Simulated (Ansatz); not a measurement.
Two isomers of CH9NSiSn: A = `[NH2][SnH2][CH2][SiH3]`, B = `C[NH][SnH2][SiH3]`.

Computed with Ansatz on PBE0-D4/def2-TZVP structures; ΔE is electronic, products minus reactants. CCSD(T)/CBS is the MP2 limit (def2-TZVPP, def2-QZVPP) plus CCSD(T) − MP2 in def2-TZVPP, frozen cores. DFT in def2-TZVPP. B3LYP here is the variant with VWN-RPA as its local correlation; programs differ in this. def2 core potentials past Kr. For Sn outer-core shells are correlated without core-valence functions, which leaves a few kJ/mol of doubt a bond. Each species was taken in one conformer, which may not be the lowest.

Task: Which isomer does CCSD(T)/CBS put lower? Give the gap. (Estimate.)

Result: Ansatz gave: A, by 12.7 kcal/mol.

Task: Give E(B) − E(A) in kcal/mol with B2PLYP, B3LYP-D4, r2SCAN-D4, ωB97M-V, HF/def2-TZVPP, PBE-D4, PBE0-D4. (An estimate is asked.)

Result: Ansatz gave: B2PLYP 11.3, B3LYP-D4 10.0, r2SCAN-D4 11.0, ωB97M-V 12.5, HF/def2-TZVPP 10.5, PBE-D4 8.8, PBE0-D4 9.7. None reverses the order clearly.

Largest T1 diagnostic: 0.013.

The D4 term adds +0.8 kcal/mol with B3LYP and +0.4 kcal/mol with PBE0; it sums over pairs of atoms, weighted by their polarisabilities, and B3LYP, whose exchange is more repulsive, gets the larger term. In def2-TZVPP, CCSD(T) changes the Hartree–Fock value by +2.2 kcal/mol (the triples alone add +0.3 kcal/mol) and MP2 by +4.0 kcal/mol.
